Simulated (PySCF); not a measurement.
C3H7NSi.
Atom-mapped SMILES: `[SiH3:1][CH2:2][C@H:3]1[CH:4]=[N:5]1`

Probes without a nucleus sit at each ring's centroid and 1 Å off its mean plane on both sides; NICS is minus the shielding there, NICSzz its component along the normal. Level: GIAO PBE0/pcSseg-1 (PySCF, non-relativistic, gas phase) on the PBE0-D3(BJ)/def2-SVP geometry, one conformer.

Ring bond lengths (Å), with Mayer bond orders in brackets: C3–C4 1.449 (0.97), C4–N5 1.253 (1.79), N5–C3 1.522 (0.94).

Task: Give the NICS values of each ring in ppm.

Result: 
| ring | type | NICS(0) | NICS(1), two faces | NICS(1)zz, two faces | rms pucker (Å) | centre to ring atoms, mean (Å) |
| --- | --- | --- | --- | --- | --- | --- |
| C3–C4–N5 | 3-membered ring with N; formal bonds 1 double, 2 single | -28.2 | -8.6 / -8.7 | -20.1 / -20.8 | 0.00 | 0.81 |

Task: What can be read from them?

Result: 
- C3–C4–N5: mean NICS(1)zz -20.4 ppm, shielded. C3 has four or more neighbours, and the NICS criterion for π rings isn't applied. NICS(0) lies 20 ppm below the mean NICS(1).

Task: What are the shieldings of the ring atoms and their hydrogens in the same run (means over atoms taken as equivalent)?

Result: 
```csv
atoms,environment,σ isotropic (ppm)
C3,sp3 carbon bound to nitrogen,158.2
C4,C=N carbon,1.8
N5,C=N nitrogen,-102.0
H on C3,methine hydrogen,29.29
H on C4,hydrogen on a C=N carbon,20.79
```

Task: How do the values depend on the level or the medium?

Result: 
| level | NICS(0), C3–C4–N5 | mean NICS(1)zz, C3–C4–N5 |
| --- | --- | --- |
| PBE0/pcSseg-1, gas | -28.2 | -20.4 |
| mPW1PW91/pcSseg-2, gas | -28.8 | -20.4 |

The geometry is the same throughout.

Shape of the structure used: `[SiH3:1][CH2:2][C@H:3]1[CH:4]=[N:5]1`: Si1–C2–C3–C4 -32°.
